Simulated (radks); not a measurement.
Trend from Mg3+ to Ar3+: ionisation energy by Delta-SCF between NIST ground configurations, and size. Method: scalar-relativistic Kohn-Sham, PBE, spin-unpolarised, spherical densities, point nucleus; computed with a radial shooting solver on a logarithmic mesh with Libxc functionals.

species,configuration,configuration of the ion,IE (eV),NIST (eV),kind,-e(HOMO) (eV),outermost,<r> outermost (bohr)
Mg3+,[He] 2s2 2p5,[He] 2s2 2p4,112.27,109.27,semi-emp.,96.216 (2p),2s,0.671
Al3+,[Ne],[He] 2s2 2p5,121.14,119.99,exp.,104.14 (2p),2s,0.623
Si3+,[Ne] 3s1,[Ne],45.153,45.142,exp.,39.488 (3s),3s,1.85
P3+,[Ne] 3s2,[Ne] 3s1,52.006,51.444,exp.,45.613 (3s),3s,1.67
S3+,[Ne] 3s2 3p1,[Ne] 3s2,46.797,47.22,semi-emp.,40.275 (3p),3p,1.66
Cl3+,[Ne] 3s2 3p2,[Ne] 3s2 3p1,52.243,53.2,semi-emp.,45.114 (3p),3p,1.52
Ar3+,[Ne] 3s2 3p3,[Ne] 3s2 3p2,57.635,59.6,semi-emp.,49.939 (3p),3p,1.40

Reference values: NIST Atomic Spectra Database (exp. = measured, semi-emp. = semi-empirical, theory = theoretical value adopted there). Spin polarisation and multiplet splitting are left out, so open shells lie too high by an amount that depends on their filling.

Beside tabulated values, note that spin-unpolarised runs miss the spin-polarisation part of the exchange energy of open shells.
